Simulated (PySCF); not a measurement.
C8H12, SMILES C1=CCCC=CCC1. Geometry: PBE0-D3(BJ)/def2-SVP. Other conformers were not sampled.

Method: PBE0-D3(BJ)/def2-SVP (PySCF 2.14.0).

Harmonic wavenumbers (cm⁻¹): 89, 175, 193, 203, 308, 404, 463, 519, 634, 655, 710, 753, 757, 832, 910, 932, 991, 1000, 1001, 1033, 1047, 1054, 1056, 1121, 1172, 1206, 1215, 1260, 1270, 1275, 1331, 1334, 1338, 1350, 1408, 1418, 1458, 1459, 1459, 1467, 1756, 1761, 3053, 3054, 3054, 3058, 3114, 3115, 3122, 3124, 3162, 3162, 3184, 3185. Rotational constants (GHz): 2.545, 2.338, 1.349; symmetry number 2.

Q: Work out the zero-point energy and the ideal-gas rigid-rotor harmonic-oscillator thermochemistry at 298.15 K and 1 atm.

A: ZPE = ½ Σ hcν = ½ × 79164 cm⁻¹ = 473.51 kJ/mol. H − E(el) = 496.09 kJ/mol. Entropy in J/(mol K): translation 167.16, rotation 111.74, vibration 71.59, total 350.49. G − E(el) = 391.59 kJ/mol. Cp = 132.92 J/(mol K). Modes under 150 cm⁻¹ make the vibrational entropy uncertain.
